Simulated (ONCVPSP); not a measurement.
Varying the ONCV potential for bismuth (Bi)

Base potential:

ONCVPSP 4.0.1 input, shortened (lines: element, Z, core and valence counts, functional; n l f; lmax; l rc ep ncon nbas qcut; lloc lpopt rc5 dvloc0; l nproj debl; icmod fcfact rcfact), PBE, scalar-relativistic:

```
  Bi 83.00   12    3        4      upf
    1    0    2.00
    2    0    2.00
    2    1    6.00
    3    0    2.00
    3    1    6.00
    3    2   10.00
    4    0    2.00
    4    1    6.00
    4    2   10.00
    4    3   14.00
    5    0    2.00
    5    1    6.00
    5    2   10.00
    6    0    2.00
    6    1    2.00
    3
    0    2.05    0.00    3    7    3.40
    1    2.25    0.00    4    8    3.70
    2    1.45    0.00    3    8   10.90
    3    2.40    0.32    3    6    4.20
    4    2    1.25    0.00
    0    2    1.40
    1    3    1.10
    2    2    2.50
    3    2    3.00
    3    3.50    1.60
```

All-electron outer shells of the reference configuration (PBE, scalar-relativistic, ld1.x):

| shell | level (eV) | outermost node (bohr) | outermost maximum (bohr) |
| --- | --- | --- | --- |
| 4f | -160.75 | – | 0.34 |
| 5p | -104.00 | 0.48 | 0.86 |
| 5d | -35.19 | 0.51 | 1.03 |
| 6s | -22.11 | 0.98 | 1.86 |
| 6p | -11.44 | 1.14 | 2.35 |

Cutoffs, loose and tight: the cutoffs (Ha) at which the residual kinetic energy of the hardest occupied pseudo-wave falls to 1 and 0.1 mHa per electron. They do not see the model core or the augmentation charge, which bear on the density cutoff. Test errors are all-electron minus pseudo excitation energies from the reference, over the configurations 5d10 6s2 6p3; 5d10 6s2 6p1; 5d10 6s2 6p0; 5d9 6s2 6p4. A dash means not determined; rows that change the core or the reference have their own tests.

A true bound ghost makes a file unfit for plane-wave use even where its test errors are small: the radial tests pick states by their node count and pass the ghost by.

| change | outcome | cutoff, loose | cutoff, tight | bound ghosts | GHOST(+) flags above zero | largest test error (meV) |
| --- | --- | --- | --- | --- | --- | --- |
| base | generated | 27 Ha | 32 Ha | p, f, s | p | -224 |
| all radii but the core radius scaled by about 0.79 (s 1.62, p 1.76, d 1.14, f 1.88 bohr); local potential polynomial inside 0.98 bohr (lpopt 2, dvloc0 0 Ha) | generated | 59 Ha | 70 Ha | s, p | p, f | -217 |
| all radii but the core radius scaled by about 0.89 (s 1.82, p 2.00, d 1.28, f 2.12 bohr); local potential polynomial inside 1.10 bohr (lpopt 2, dvloc0 0 Ha) | generated | 26 Ha | 42 Ha | s, p | p, f | -244 |
| all radii but the core radius scaled by about 0.95 (s 1.96, p 2.14, d 1.38, f 2.28 bohr); local potential polynomial inside 1.18 bohr (lpopt 2, dvloc0 0 Ha) | generated | 26 Ha | 35 Ha | s, p, f | p | -255 |
| all radii but the core radius scaled by about 1.07 (s 2.20, p 2.42, d 1.56, f 2.58 bohr); local potential polynomial inside 1.34 bohr (lpopt 2, dvloc0 0 Ha) | generated | 28 Ha | 32 Ha | none | s, p | -221 |
| all radii but the core radius scaled by about 1.21 (s 2.48, p 2.72, d 1.76, f 2.90 bohr); local potential polynomial inside 1.52 bohr (lpopt 2, dvloc0 0 Ha) | generated | 28 Ha | 32 Ha | none | s, p | -190 |
| all radii but the core radius scaled by about 1.33 (s 2.72, p 3.00, d 1.92, f 3.18 bohr); local potential polynomial inside 1.66 bohr (lpopt 2, dvloc0 0 Ha) | generated | 26 Ha | 30 Ha | none | s, p | -137 |

What comes out with this change to the base: all radii but the core radius scaled by about 1.14 (s 2.34, p 2.58, d 1.66, f 2.74 bohr); local potential polynomial inside 1.44 bohr (lpopt 2, dvloc0 0 Ha)?

outcome: generated; cutoff, loose: 28 Ha; cutoff, tight: 33 Ha; bound ghosts: none; GHOST(+) flags above zero: s, p; largest test error (meV): -214.

Reading the sweep of the scale of all radii but the core radius (base = 1) (base included, trends over the rows without a ghost): The loose cutoff stays near 28 Ha. The median size of the test errors (rows with all tests solved) rises from 34.4 meV at 1.07 to 43.9 meV at 1.33. More of the atom is replaced by a form fitted at one configuration, so other configurations suffer as the radius grows. Bound ghosts are found at 0.79, 0.89, 0.95, 1.
